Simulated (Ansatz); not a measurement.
Program: Ansatz. Geometries: PBE0-D4/def2-TZVP. ΔE: electronic, gas phase. CCSD(T)/CBS adds triple-zeta CCSD(T) − MP2 to the extrapolated MP2 energy (def2 sets, frozen cores). Functionals use def2-TZVPP. For Ge outer-core shells are correlated without core-valence functions, which leaves a few kJ/mol of doubt a bond. Scalar relativity is left out up to krypton. One conformer a species, not always the lowest.

Consider the formal exchange of groups at the Si–Ge bond: `[SiH3][SiH2][SiH2][GeH2][SiH2][GeH3]` + `[SiH3][SiH2][GeH3]` → `[GeH3][SiH2][SiH2][SiH2][GeH3]` + `[SiH3][SiH2][SiH2][GeH3]`.

`[SiH3][SiH2][SiH2][GeH2][SiH2][GeH3]`:

Cartesian coordinates in Å:
```
Si -0.735 -2.150 -1.460
Si 0.466 -2.416 0.530
Si 0.064 -0.692 2.061
Ge 1.343 1.245 1.527
Si 0.966 1.918 -0.724
Ge -1.373 2.118 -1.113
H -2.189 -2.057 -1.162
H -0.502 -3.315 -2.355
H -0.316 -0.916 -2.176
H 1.925 -2.473 0.229
H 0.073 -3.721 1.136
H -1.383 -0.341 2.046
H 0.414 -1.147 3.437
H 2.838 0.940 1.746
H 0.953 2.396 2.474
H 1.631 3.222 -0.998
H 1.546 0.898 -1.639
H -2.106 0.863 -0.610
H -1.926 3.330 -0.343
H -1.689 2.299 -2.607
```

`[SiH3][SiH2][GeH3]`:

```xyz
11

Si   -1.814    0.427    0.638
Si    0.280    0.905   -0.284
Ge    1.593   -1.074   -0.427
H    -2.654    1.650    0.737
H    -1.642   -0.147    2.000
H    -2.519   -0.570   -0.211
H     0.988    1.906    0.562
H     0.112    1.484   -1.646
H     0.886   -2.117   -1.308
H     1.793   -1.681    0.972
H     2.977   -0.783   -1.033
```

`[GeH3][SiH2][SiH2][SiH2][GeH3]`:

Z-matrix (Å, degrees):
```
Ge
Si 1 2.380
H 1 1.538 2 110.0
H 1 1.538 2 111.3 3 120.2
H 1 1.538 2 110.3 3 -119.3
Si 2 2.338 1 109.7 3 61.9
H 2 1.490 1 108.8 3 -57.3
H 2 1.489 1 109.7 3 -175.7
Si 6 2.337 2 108.2 1 -50.0
H 6 1.490 2 110.5 1 -170.1
H 6 1.490 2 109.6 1 70.4
Ge 9 2.380 6 109.7 2 -50.5
H 9 1.489 6 111.3 2 -172.1
H 9 1.490 6 109.0 2 68.6
H 12 1.538 9 110.3 6 -58.0
H 12 1.538 9 111.3 6 -178.5
H 12 1.538 9 110.0 6 61.3
```

`[SiH3][SiH2][SiH2][GeH3]`:

Z-matrix (Å, degrees):
```
Si
Si 1 2.338
H 1 1.488 2 109.9
H 1 1.488 2 111.3 3 120.6
H 1 1.488 2 109.5 3 -119.1
Si 2 2.337 1 109.6 3 58.5
H 2 1.490 1 110.1 3 -63.6
H 2 1.490 1 109.2 3 177.7
Ge 6 2.380 2 109.8 1 54.9
H 6 1.490 2 109.4 1 -64.6
H 6 1.490 2 110.8 1 176.1
H 9 1.538 6 110.1 2 -64.6
H 9 1.538 6 111.3 2 175.1
H 9 1.538 6 110.3 2 54.7
```

| level | ΔE (kJ/mol) |
| --- | --- |
| BLYP | 12.5 |
| MP2/def2-TZVPP | 18.1 |

(1) What does CCSD(T)/CBS give? (An estimate is asked.)

Largest T1 diagnostic among the species: 0.013.

Results:

(1) The calculation gave: +15.7 kJ/mol. The listed levels differ from it by -3.2, 2.4 kJ/mol.

At CCSD(T), def2-SVP lies −3.3 kJ/mol from the extrapolated value and def2-TZVPP −0.3 kJ/mol. Leaving LDA and LC-ωPBE aside and taking each functional with its dispersion term where it has one, the values, not all of them listed here, spread over 10.9 kJ/mol, from B97M-V to BHLYP-D4.
